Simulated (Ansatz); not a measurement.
C2H4ClFSi can be A, `F[C@H]1[SiH2][C@@H]1Cl`, or B, `C=C[SiH](F)Cl`.

Computed with Ansatz on PBE0-D4/def2-TZVP structures; ΔE is electronic, products minus reactants. CCSD(T)/CBS is the MP2 limit (def2-TZVPP, def2-QZVPP) plus CCSD(T) − MP2 in def2-TZVPP, frozen cores. Functionals use def2-TZVPP. Each species was taken in one conformer, which may not be the lowest.

Problem. Which isomer does CCSD(T)/CBS put lower? Give the gap. (An estimate is asked.)

Solution. Computed: B, by 109.6 kcal/mol.

Problem. Give E(B) − E(A) in kcal/mol with CCSD/def2-TZVPP, BLYP-D4, B2PLYP, CCSD(T)/def2-SVP, HF/def2-TZVPP, CCSD(T)/def2-TZVPP, ωB97M-V. (An estimate is asked.)

Solution. Computed: CCSD/def2-TZVPP -110.0, BLYP-D4 -104.7, B2PLYP -109.0, CCSD(T)/def2-SVP -102.5, HF/def2-TZVPP -118.4, CCSD(T)/def2-TZVPP -108.7, ωB97M-V -106.1. None reverses the order clearly.

Problem. Does the order hold for the free energy at 298.15 K (harmonic terms from PBE0-D4)? (Estimate.)

Solution. Ansatz gave: Yes: G(B) − G(A) = -108.4 kcal/mol, for one conformer each.

Largest T1 diagnostic: 0.012.

From PBE to PBE0 (25 % exact exchange), in def2-TZVPP and without D4, E(B) − E(A) moves by −3.4 kcal/mol. At CCSD(T), def2-SVP lies +7.2 kcal/mol from the extrapolated value and def2-TZVPP +1.0 kcal/mol.
